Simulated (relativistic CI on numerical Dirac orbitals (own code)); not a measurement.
## Sr16+: q coefficients and field-shift factors

These numbers are calculated, not measured: Dirac-Coulomb-Breit CI, orbitals from a KLI potential per configuration, derivatives by finite differences, unscaled Slater integrals, QED left out (own radial code, finite nucleus).

Configuration list (outside the closed core [Ne] 3s2): 3p6 3d4, 3p5 3d5, 3p6 3d3 4p, 3p6 3d2 4s 4p, 3p6 3d2 4s2, 3p6 3d 4s2 4p. Double excitations out of closed p, d and f shells are left out; levels of such configurations are missing from the list, as are those of other unlisted configurations, and high levels can miss mixing partners.

With x = (α/α₀)² − 1 an excitation energy changes as ω = ω₀ + qx; K = 2q/ω₀ is the relative enhancement. Terms are leading LS components, so labels can repeat. The field-shift factor is F = δν/δ⟨r²⟩ for the transition from the lowest level.

Lowest level 3p6 3d4 5D_0.

| Level | ω₀ (cm⁻¹) | q (cm⁻¹) | K | F (GHz/fm²) |
| --- | --- | --- | --- | --- |
| 3p6 3d4 5D_1 | 3617.0 | 6315 | 3.49 | 0.0298 |
| 3p6 3d4 5D_2 | 8677.6 | 12790 | 2.95 | 0.0623 |
| 3p6 3d4 5D_3 | 14211.4 | 18130 | 2.55 | 0.091 |
| 3p6 3d4 5D_4 | 19799.7 | 22070 | 2.23 | 0.114 |
| 3p6 3d4 3P_0 | 61124.9 | 334.8 | 0.011 | 0.0794 |
| 3p6 3d4 3H_4 | 64480.5 | 4375 | 0.136 | 0.101 |
| 3p6 3d4 3H_5 | 71946.2 | 14900 | 0.414 | 0.153 |
| 3p6 3d4 3P_1 | 75400.9 | 14490 | 0.384 | 0.154 |
| 3p6 3d4 3H_6 | 76234.7 | 18400 | 0.483 | 0.173 |
| 3p6 3d4 3G_3 | 77231.0 | 9537 | 0.247 | 0.137 |
| 3p6 3d4 3F_2 | 79788.8 | 12620 | 0.316 | 0.153 |
| 3p6 3d4 3F_4 | 83256.7 | 21040 | 0.505 | 0.191 |
| 3p6 3d4 3P_2 | 92084.0 | 25380 | 0.551 | 0.219 |

At this charge energies of transitions that change n are usually good to better than 1 %, and those within a shell (Δn = 0) to a few per cent. Terms inside the open d or f shell come out 10 to 20 % too wide with unscaled integrals.
